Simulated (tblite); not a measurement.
Species: BH3NO2 (doublet state).
Bonds: N1–B2, B2–O3, B2–O4. Hydrogens: H5 on N1; H6 on O3; H7 on O4.

Computed with GFN2-xTB (tblite), gas phase: L-BFGS steps from a force-field or distance-geometry start until the largest atomic force falls under 0.01 eV/Å.

Step 36: E = -375.9113 eV
```
atom  x, y, z in Å  |  force x, y, z in eV/Å
N1     -1.0049   -0.9150    0.1631    0.156  -0.118   0.033
B2      0.0518    0.0165   -0.0139   -0.208   0.246   0.001
O3     -0.2901    1.3258   -0.1528    0.029   0.268  -0.029
O4      1.3548   -0.3681   -0.0484   -0.138  -0.126  -0.029
H5     -1.9723   -0.6787    0.2864    0.027   0.062  -0.040
H6      0.4365    1.9409   -0.2920   -0.068  -0.245   0.044
H7      1.4273   -1.3163    0.0305    0.202  -0.087   0.020
```

Step 37: E = -375.9146 eV
```
atom  x, y, z in Å  |  force x, y, z in eV/Å
N1     -1.0056   -0.9120    0.1991   -0.174  -0.083  -0.009
B2      0.0418    0.0156   -0.0204   -0.007   0.226   0.112
O3     -0.2907    1.3313   -0.1407   -0.591  -0.349   0.039
O4      1.3506   -0.3628   -0.0702   -0.216  -0.108  -0.027
H5     -1.9845   -0.6698    0.2576    0.279  -0.018  -0.026
H6      0.4402    1.9094   -0.2879    0.578   0.369  -0.088
H7      1.4515   -1.3066    0.0355    0.131  -0.036  -0.002
```

Step 38: E = -375.9221 eV
```
atom  x, y, z in Å  |  force x, y, z in eV/Å
N1     -1.0046   -0.9196    0.1913   -0.092   0.022   0.003
B2      0.0361    0.0245   -0.0076    0.014   0.022   0.073
O3     -0.2935    1.3391   -0.1244   -0.042   0.063  -0.084
O4      1.3448   -0.3592   -0.0664   -0.224  -0.054  -0.018
H5     -1.9825   -0.6813    0.2564    0.204  -0.014  -0.017
H6      0.4569    1.9054   -0.3079    0.025  -0.011   0.047
H7      1.4459   -1.3039    0.0316    0.114  -0.029  -0.003
```

Step 39: E = -375.9246 eV
```
atom  x, y, z in Å  |  force x, y, z in eV/Å
N1     -1.0026   -0.9218    0.1862    0.014   0.020   0.016
B2      0.0362    0.0266   -0.0053   -0.031  -0.029   0.009
O3     -0.2962    1.3390   -0.1355   -0.061   0.025  -0.026
O4      1.3406   -0.3635   -0.0642   -0.108   0.021  -0.013
H5     -1.9745   -0.6771    0.2614    0.036   0.003  -0.011
H6      0.4539    1.9093   -0.3009    0.062   0.012   0.020
H7      1.4458   -1.3074    0.0312    0.087  -0.052   0.005
```

**Question.** Estimate the geometry and energy of step 40. (The exact step hangs on the optimiser's Hessian estimate; all steps are aligned on step 39, rigid shifts and turns removed.)

**Answer.** E = -375.9260 eV, largest force 0.064 eV/Å
```
atom  x, y, z in Å  |  force x, y, z in eV/Å
N1     -1.0018   -0.9214    0.1942   -0.048   0.009   0.017
B2      0.0333    0.0273   -0.0037   -0.031  -0.037  -0.004
O3     -0.2999    1.3408   -0.1367   -0.010  -0.018  -0.017
O4      1.3351   -0.3651   -0.0686   -0.015   0.061  -0.013
H5     -1.9740   -0.6739    0.2548    0.019  -0.010  -0.001
H6      0.4562    1.9044   -0.2983    0.046   0.029   0.014
H7      1.4544   -1.3070    0.0312    0.038  -0.035   0.004
```

The energy changes by -0.0013 eV. The first-order estimate −F·Δx gives -0.0021 eV and the mean of the old and new forces, exact on a quadratic surface, -0.0013 eV. The step makes an angle of 51° with the force vector and moves no atom by more than 0.009 Å.

The cost below is that of the whole relaxation. Time: 0.16 s of wall time. Hardware: one thread, Arm Neoverse V1 (aarch64), on a shared host.
